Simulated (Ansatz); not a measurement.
System (SMILES): [GeH] (GeH), doublet.
Atoms: Ge1, H2. Bonds: Ge1-H2.

How fast the highest harmonic wavenumber converges with the basis for several methods (Ansatz, a first-principles code): deviation from each method's own reference, in cm⁻¹. References: CCSD(T) 1895 cm⁻¹, the value in pcseg-3; HF 1993 cm⁻¹, the value in def2-QZVPPD; MP2 1966 cm⁻¹, the value in def2-QZVPPD; PBE 1821 cm⁻¹, the value in def2-QZVPPD; PBE0 1899 cm⁻¹, the value in def2-QZVPPD. Cartesian d functions, on some or all atoms, in 6-31G; all else is spherical. In correlated methods cores are frozen (with 3d on Ga to Br). Open shells are unrestricted. No added dispersion term, no relativity. Each level at its own minimum, unscaled; the references are large sets that could be run, not limits.

| basis | functions | CCSD(T) | HF | MP2 | PBE | PBE0 |
|---|---|---|---|---|---|---|
| pcseg-0 | 24 | -313 | -238 | ? | -180 | -199 |
| 6-31G | 31 | -186 | -95 | ? | -102 | -105 |
| pcseg-1 | 32 | -6 | 7 | ? | 1 | 4 |
| aug-pcseg-1 | 45 | -22 | 5 | ? | 1 | 3 |
| def2-SVPD | 46 | 4 | 15 | ? | 11 | 12 |
| def2-TZVP | 54 | 24 | 4 | ? | 8 | 8 |
| pcseg-2 | 57 | 4 | -10 | ? | -6 | -6 |
| cc-pVTZ | 57 | 3 | -2 | ? | -2 | -2 |
| def2-TZVPD | 63 | 12 | 5 | ? | 8 | 8 |
| aug-pcseg-2 | 82 | 5 | -3 | ? | -1 | 0 |
| cc-pVQZ | 98 | 8 | 0 | ? | 3 | 2 |
| def2-QZVPP | 119 | 9 | 0 | ? | 0 | 0 |

Problem. Some entries are withheld; supply them.

Solution. 
- pcseg-0, MP2: -271
- 6-31G, MP2: -150
- pcseg-1, MP2: -3
- aug-pcseg-1, MP2: -17
- def2-SVPD, MP2: 2
- def2-TZVP, MP2: 12
- pcseg-2, MP2: -6
- cc-pVTZ, MP2: -3
- def2-TZVPD, MP2: 2
- aug-pcseg-2, MP2: -3
- cc-pVQZ, MP2: 1
- def2-QZVPP, MP2: 1

Mean absolute deviation over def2-TZVP, pcseg-2, cc-pVTZ, def2-TZVPD, aug-pcseg-2: PBE0 5, HF 5, PBE 5, MP2 5, CCSD(T) 10 cm⁻¹.
